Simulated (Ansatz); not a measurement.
A nudged elastic band was laid between two geometries of H5NSSn (8 atoms, charge 0, multiplicity 1).

Theory: Ansatz, RKS PBE0-D4/def2-SVP.

```
movable images  : 7
climbing image  : yes
spring          : 5.0 eV/Å²
optimiser       : quadratic models (default)
start path      : IDPP
force threshold : 0.05 eV/Å
iteration limit : 56
end points      : relaxed
```

Image 0:

```xyz
8
Properties=species:S:1:pos:R:3
N -1.130 0.398 -0.776
Sn 0.544 0.359 0.390
S 1.225 -1.962 0.431
H -1.639 1.279 -0.727
H -0.944 0.199 -1.758
H 0.050 0.923 1.930
H 1.917 1.196 -0.214
H -0.023 -2.392 0.724
```

Image 8:

```xyz
8
Properties=species:S:1:pos:R:3
N -1.004 0.375 -0.936
Sn 0.567 0.352 0.363
S 0.514 -1.841 1.382
H -1.914 0.397 -0.481
H -0.969 1.141 -1.606
H 0.481 1.443 1.688
H 1.961 0.593 -0.601
H 0.365 -2.462 0.190
```

(1) What changes between the two ends?

(2) What energy profile does the band end with?

(3) What is the geometry of the highest image?

(4) What are the harmonic wavenumbers there?

Results:

(1) No bond is made or broken. The dihedral H4–N1–Sn2–S3 goes from 168 to 71°. The two ends are copies of one structure, up to a mirror image or an exchange of like atoms.

(2) The run converged. The highest image is number 4 of 0 to 8, 0.020 eV above the ends, which have the same energy within 2 meV. A vibrational analysis at the climbing image gives one clearly imaginary mode, 114i cm⁻¹: a first-order saddle point.

```csv
image,path coordinate (Å),energy (eV),dihedral H4–N1–Sn2–S3 (°)
0,0.00,0.000,168
1,0.31,0.002,155
2,0.61,0.009,143
3,0.92,0.017,131
4,1.23,0.020,118
5,1.53,0.017,106
6,1.83,0.010,93
7,2.13,0.003,82
8,2.43,0.000,71
```

(3) 
```xyz
8
Properties=species:S:1:pos:R:3
N -1.055 0.270 -0.773
Sn 0.628 0.366 0.374
S 0.996 -1.946 1.007
H -1.842 0.796 -0.398
H -0.915 0.558 -1.739
H 0.342 1.315 1.773
H 1.955 0.934 -0.551
H -0.108 -2.293 0.308
```

(4) 114i, 140, 200, 354, 387, 485, 523, 610, 630, 706, 715, 857, 1536, 1925, 1931, 2709, 3565, 3669 cm⁻¹.

Run time: 3 min on 1 thread of Arm Neoverse V1, on a shared host, peak memory 0.17 GiB.
